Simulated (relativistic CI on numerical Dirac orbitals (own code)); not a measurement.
**Slater and spin-orbit integrals, Bi44+**

Computed by Dirac-Coulomb-Breit CI, orbitals from a KLI potential per configuration, model QED, unscaled Slater integrals (own radial code, finite nucleus).

Slater integrals F^k, G^k are unscaled and averaged over j, outside the closed core [Ar] 3d10; ζ comes from projecting the Hamiltonian with its Breit term on Σ l·s of the shell.

- 4s²4p⁶4d³: F^2(4d,4d) = 280930, F^4(4d,4d) = 191480, ζ(4d) = 110850 cm⁻¹; <r>(4d) = 0.3559, <r^2>(4d) = 0.1449 (bohr units).
- 4s²4p⁶4d²4f: F^2(4d,4d) = 280750, F^4(4d,4d) = 191360, ζ(4d) = 110730, F^2(4d,4f) = 283700, F^4(4d,4f) = 184240, G^1(4d,4f) = 280450, G^3(4d,4f) = 197020, G^5(4d,4f) = 145890, ζ(4f) = 21393 cm⁻¹; <r>(4d) = 0.3561, <r^2>(4d) = 0.1451, <r>(4f) = 0.3291, <r^2>(4f) = 0.1224 (bohr units).
- 4s²4p⁵4d⁴: ζ(4p) = 893970, F^2(4d,4d) = 280870, F^4(4d,4d) = 191440, F^2(4p,4d) = 280840, G^1(4p,4d) = 346520, G^3(4p,4d) = 222440, ζ(4d) = 110480 cm⁻¹; <r>(4p) = 0.3563, <r^2>(4p) = 0.144, <r>(4d) = 0.3559, <r^2>(4d) = 0.1449 (bohr units).

Question: Give the Racah parameters of the d shell in 4s²4p⁶4d³.

Answer: B = F²/49 − 5F⁴/441 = 3562 cm⁻¹ and C = 35F⁴/441 = 15197 cm⁻¹.

Averages of the first 10 configurations, taken without configuration mixing, which lowers the lowest level and can move excited configurations by several eV; other configurations of the list can lie among them:

| Configuration | Parity | States | Average energy above the lowest level (eV) |
| --- | --- | --- | --- |
| 4s²4p⁶4d³ | even | 120 | 65.1 |
| 4s²4p⁶4d²4f | odd | 630 | 319.9 |
| 4s²4p⁵4d⁴ | odd | 1260 | 342.8 |
| 4s4p⁶4d⁴ | even | 420 | 592.3 |
| 4s4p⁶4d³4f | odd | 3360 | 844.6 |
| 4s²4p⁶4d²5s | even | 90 | 740.0 |
| 4s²4p⁶4d4f5s | odd | 280 | 994.2 |
| 4s²4p⁶4d²5p | odd | 270 | 847.5 |
| 4s²4p⁶4d²5d | even | 450 | 974.7 |
| 4s²4p⁵4d³5s | odd | 1440 | 1015.6 |
